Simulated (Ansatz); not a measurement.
Mulliken charges of CH4B2S (`B1BSC1`) from ωB97M-V/def2-TZVPP in Ansatz (PBE0-D4/def2-TZVP geometry).

| atom | x (Å) | y (Å) | z (Å) | charge (e) |
| --- | --- | --- | --- | --- |
| B1 | -0.571 | 0.476 | -0.343 | -0.117 |
| B2 | 0.286 | 1.056 | 0.918 | -0.108 |
| S3 | 1.375 | -0.185 | 0.161 | -0.007 |
| C4 | -0.182 | -1.045 | -0.349 | -0.260 |
| H5 | -0.831 | 1.061 | -1.354 | 0.074 |
| H6 | 0.590 | 1.854 | 1.739 | 0.132 |
| H7 | -0.096 | -1.579 | -1.294 | 0.128 |
| H8 | -0.480 | -1.694 | 0.467 | 0.160 |

**Question.** By hand: the dipole of these point charges (1 e Å = 4.8032 D).

**Answer.** Σ q r = (0.001, -0.047, 0.069) e Å, of length 0.083 e Å = 0.40 D.

**Question.** How does the dipole of the full density compare? (Best estimate.)

**Answer.** The calculation gave: (0.011, -0.210, 0.058) e Å, 1.05 D; the point charges give 0.38 times that, at 40° from its direction.

Point charges leave out the atoms' own dipoles, such as those of lone pairs, and Mulliken's split depends on the basis, so the two needn't agree.
